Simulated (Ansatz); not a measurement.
Correlation energies of C₂H₈O₂Si, SMILES `C[SiH2]OCO` by basis set

```xyz
13

C    -1.404    0.292    1.788
Si    0.158    0.214    0.788
O    -0.270   -0.292   -0.732
C     0.544   -0.096   -1.849
O     1.801   -0.685   -1.712
H    -1.184    0.595    2.815
H    -1.891   -0.685    1.821
H    -2.107    1.011    1.361
H     1.120   -0.734    1.415
H     0.812    1.549    0.683
H    -0.002   -0.501   -2.709
H     0.739    0.971   -2.007
H     1.684   -1.639   -1.661
```

The species carries charge 0 and has multiplicity 1. The structure was optimised at the PBE0-D4/def2-TZVP level. It is one conformer, not always the lowest. Frozen core, restricted reference, Ansatz. CBS rows extrapolate triple and quadruple zeta; past MP2 they add the triple-zeta difference.

| basis | HF (Eh) | MP2 corr. |
| --- | --- | --- |
| def2-TZVPP | -519.20956 | -0.95154 |
| def2-QZVPP | -519.22995 | -1.02216 |

Q: Estimate the CCSD correlation energy and the (T) correction in each basis where they were run (hartree).

A: 
```
     basis  CCSD corr.       (T)
def2-TZVPP    -0.99532  -0.03601
 CBS(def2)    -1.11825     as TZ
```
